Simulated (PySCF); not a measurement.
Gas-phase reaction: NbCl5 + 3 O ⇌ NbOCl3 + 2 ClO

Energies from PySCF (xtb for GFN2), thermal terms from the rigid-rotor harmonic-oscillator model, ideal gas at 1 bar. † marks an energy on the PBE0/def2-TZVP geometry and frequencies; other levels use their own. Open shells (unrestricted): O (multiplicity 3), ClO (multiplicity 2); the rest are closed-shell singlets. GFN2 has no spin-polarisation term. Spin-orbit splitting is ignored; it lowers the true energy and changes the entropy of O, ClO. Nb: scalar-relativistic def2 core potential, no spin-orbit coupling.

```json
[
 {"level": "BLYP/def2-TZVP†", "ΔH°(298 K), kJ": "(withheld)"},
 {"level": "GFN2-xTB", "ΔH°(298 K), kJ": "-1378"},
 {"level": "PBE0/def2-SVP†", "ΔH°(298 K), kJ": "(withheld)"},
 {"level": "PBE0/def2-TZVP", "ΔH°(298 K), kJ": "-589"},
 {"level": "r2SCAN/def2-TZVP†", "ΔH°(298 K), kJ": "(withheld)"},
 {"level": "LDA/def2-TZVP†", "ΔH°(298 K), kJ": "-885"}
]
```

Problem. Complete the blanks.

Solution. 
- BLYP/def2-TZVP†, ΔH°(298 K), kJ: -699
- PBE0/def2-SVP†, ΔH°(298 K), kJ: -520
- r2SCAN/def2-TZVP†, ΔH°(298 K), kJ: -606
